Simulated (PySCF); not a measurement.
Consider 1,1,1-trifluoro-2,3-epoxypropane, `FC(F)(F)[C@@H]1CO1` (C3H3F3O). Optimised structure (Å), atoms numbered from 1:
```
F     1.2710    0.5939    1.1858
C     1.2137   -0.0327    0.0123
F     1.7627    0.7609   -0.9124
F     1.9605   -1.1325    0.0994
C    -0.2004   -0.3726   -0.3792
C    -1.3314    0.3558    0.1898
O    -0.9876   -0.9398    0.6281
H    -0.2705   -0.8246   -1.3777
H    -1.1446    1.1638    0.9062
H    -2.2545    0.4350   -0.3970
```

Computed at M06-2X/def2-TZVP // PBE0-D3(BJ)/def2-SVP with PySCF (density fitting, grid level 3). Thermal corrections: GFN2-xTB frequencies, unscaled, ideal gas at 298.15 K and 1 bar, quasi-RRHO entropy. These were taken at the GFN2-xTB minima.

Task: Rank these bonds by dissociation enthalpy, weakest first.
A. F1–C2
B. C2–C5
C. C5–H

Result: B (430 kJ/mol), C (441 kJ/mol), A (527 kJ/mol).

Not ranked, since the method can't order them against a listed neighbour: C6–H (439 kJ/mol).

Task: For C5–H, what are ΔE (electronic) and ΔG(298 K) of the homolysis?

Result: ΔE = 468 and ΔG = 404 kJ/mol, beside ΔH = 441 kJ/mol. The radicals are `FC(F)(F)[C]1CO1` and H•.

Known limits: the order of C2–C5 and C6–H, of C6–H and C5–H is undecided: the gaps lie inside the method's error (some 10 kJ/mol, one structure a species).
